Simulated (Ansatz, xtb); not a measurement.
Relaxing a trial structure of CH2BClF2

The starting geometry of this gas-phase singlet was built from a drawn formula by distance geometry and a force field; its bonds are those of `F[C+](F)[BH2-]Cl`.

```xyz
7

C    -2.0485   -0.8408    3.6251
B    -1.8921    0.3558    2.6184
Cl   -0.9250   -0.2001    1.1305
F    -3.2911   -1.2857    3.9636
F    -0.9461   -1.4251    4.1592
H    -2.9853    0.7751    2.2698
H    -1.2777    1.2491    3.2037
```

Predict what it relaxes into with r2SCAN-D4/def2-SVP.

It rearranges to `FC(F)BCl`. Contacts that open: B2–H7 (1.23 → 2.25 Å). Contacts that close: C1–H7 (2.27 → 1.11 Å).

The energy falls by 1.86 eV over 27 steps:

```tsv
step	E − E(last) (eV)
1	1.863
4	1.093
7	0.898
10	0.767
13	0.336
15	0.098
18	0.003
21	0.001
24	0.000
27	0.000
```

Final geometry (Å):

| atom | x (Å) | y (Å) | z (Å) |
| --- | --- | --- | --- |
| C | -1.8675 | -0.3710 | 3.6707 |
| B | -2.0450 | 0.1577 | 2.1792 |
| Cl | -0.8916 | -0.2577 | 0.9528 |
| F | -3.0718 | -0.8827 | 4.0910 |
| F | -0.9307 | -1.3497 | 3.7972 |
| H | -2.9659 | 0.8816 | 1.9111 |
| H | -1.5934 | 0.4504 | 4.3683 |

From the same start GFN2-xTB reaches the same bonding as this run.

The end wasn't checked by frequencies. Run with Ansatz 0.2.0, 41 s on 1 thread of Intel(R) Xeon(R) 6975P-C (Granite Rapids), on a shared host.
